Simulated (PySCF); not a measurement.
# Reading the logs of faulty runs: Al2B2H6

These are calculations, not measurements. They come from PySCF 2.14.0, an open-source quantum chemistry program, on an isolated molecule that a program drew, which may never have been made. The molecule is Al2B2H6 (charge 0, singlet), drawn as the SMILES string `B[B]([AlH2])[AlH2]`.

Each row is a Hartree-Fock (HF) and frozen-core CCSD(T) single point in the cc-pV(D+d)Z basis, meant for a local HF minimum. Run 1 is clean. Each other run has one planted mistake out of seven kinds, and not every kind appears here: one electron removed, one electron added, multiplicity raised by two, geometry at a saddle point, minimal basis STO-3G, one bond length entered in bohr, all coordinates scaled. The reference is restricted for singlets and unrestricted otherwise, and also for a bond in bohr. Adding or removing an electron swaps singlet and doublet. Electrons count all cores. HOMO and LUMO are orbital energies over both spins, the gradient is its largest component, and the lowest frequency (negative if imaginary) is given only where the gradient is small. Bond lengths are over the 9 bonds as drawn. T1 is the CCSD diagnostic: over 0.02 (restricted) or 0.045 (unrestricted) a single reference is doubtful.

Geometry of the clean run:
```xyz
10
Al2B2H6, angstrom
B    -0.4762    1.5071   -2.3515
B     0.2235    0.3580   -1.4290
Al    2.0995   -0.4312   -2.0328
Al   -0.7778   -0.2897    0.3273
H    -0.2621    2.6776   -2.1608
H    -1.2262    1.2163   -3.2488
H     2.1605   -1.7070   -2.9687
H     3.4426    0.2333   -1.5211
H    -0.4977    0.4266    1.7114
H    -1.7812   -1.5130    0.2643
```

| run | electrons | basis functions | <S^2> | HOMO (eV) | LUMO (eV) | gradient (hartree/bohr) | lowest frequency (cm^-1) | mean bond (Å) | longest bond (Å) | T1 | HF (hartree) | CCSD(T) (hartree) | mistake |
|---|---|---|---|---|---|---|---|---|---|---|---|---|---|
| 1 | 42 | 104 | 0.000 | -9.68 | 0.70 | 1.6e-05 | 107 | 1.6246 | 2.123 | 0.0184 | -536.62452 | -536.99299 | no fault |
| 2 | 42 | 104 | 2.033 | -7.27 | -1.29 | 2.2e-02 | - | 1.6246 | 2.123 | 0.0181 | -536.53581 | -536.89346 | multiplicity raised by two |
| 3 | 41 | 104 | 0.771 | -16.18 | -7.28 | 4.2e-02 | - | 1.6246 | 2.123 | 0.0219 | -536.31532 | -536.65583 | one electron removed |
| 4 | 42 | 34 | 0.000 | -6.66 | 7.33 | 3.8e-02 | - | 1.6246 | 2.123 | 0.0146 | -530.17739 | -530.36152 | minimal basis STO-3G |
| 5 | 43 | 104 | 0.763 | -1.16 | 5.00 | 3.5e-02 | - | 1.6246 | 2.123 | 0.0201 | -536.62046 | -537.01512 | one electron added |
| 6 | 42 | 104 | 0.834 | -7.97 | 0.44 | 8.0e-03 | - | 1.7811 | 2.992 | 0.0522 | -536.52804 | -536.88690 | ? |

**Which mistake was planted in run 6, and what did it cost?**

The mean bond changes by a factor of 1.096 and the longest by 1.409, so the molecule wasn't scaled as a whole. A length L in bohr read as angstrom grows by (1/0.5292 - 1) L = 0.890 L. The 9 bonds together grew by 9 x 0.1565 = 1.408 Å, which gives L = 1.583 Å. That is the length of one of the Al-H bonds, 1.583 Å in the clean geometry. So the mistake is: one bond length entered in bohr. Subtracting run 1 and multiplying by 627.51 kcal/mol a hartree, the energy moved by 60.5 kcal/mol in HF and 66.6 kcal/mol in CCSD(T).

Cautions from the logs. Run 6: T1 is over the limit, so its CCSD(T) energy is less reliable.
